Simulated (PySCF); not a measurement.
VOBr, SMILES [V]([Br])=[O] (connectivity only; charge and spin as stated), neutral, multiplicity 3. Atoms are numbered in the order given.

```xyz
3

V      0.2700     1.0994     0.0000
O     -0.4914     2.4853     0.0000
Br    -0.0651    -1.2906     0.0000
```
Charge 0, spin multiplicity 3.

The structure is a stationary point at B3LYP-D3(BJ)/def2-TZVP. The multiplicity is an assumed one; other spin states were not compared.

Level of theory: ωB97X/def2-TZVPD in PySCF.

Mulliken values depend strongly on the basis, most of all with diffuse functions as here. ESP charges are fitted to the potential on shells at 1.4 to 2.0 van der Waals radii. Atomic charges (e):

```csv
atom,ESP fit,Mulliken,meta-Löwdin,Mulliken spin
V1,0.99,1.07,1.16,2.21
O2,-0.56,-0.67,-0.54,-0.21
Br3,-0.44,-0.40,-0.62,0.00
```
